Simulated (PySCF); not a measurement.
Excited states of Br⁵⁺ (bromine, charge +5)

Ground state [Ar] 3d10 4s2, ¹S. All numbers are calculated (PySCF 2.14, no relativity, point nucleus, in def2-TZVPPD with one added diffuse shell each of s, p, d type (8s7p6d1f, 66 functions)). Vertical excitation energies in eV without spin-orbit coupling; excited terms of each kind are numbered among those the solver found. Frozen: [Ar].

| term | leading excitation | EOM-EE-CCSD |
| --- | --- | --- |
| 1 3P° | 4s → p | 12.199 |
| 1 1P° | 4s → p | 18.019 |
| 1 3D | 4s → d | 36.251 |
| 1 1D | 4s → d | 39.755 |
| 1 3S | 4s → s | 43.516 |
| 1 1S | 4s → s | 44.512 |
| 2 3P° | 4s → p | 49.229 |
| 2 1P° | 4s → p | 49.511 |
| 2 3D | 4s → d | 57.971 |
| 2 1D | 4s → d | 58.237 |
| 1 3F° | 4s → f | 62.954 |
| 1 1F° | 4s → f | 65.587 |

Only the lower part of the computed list is shown. Doubly excited terms such as np² are absent. The solver can miss terms.
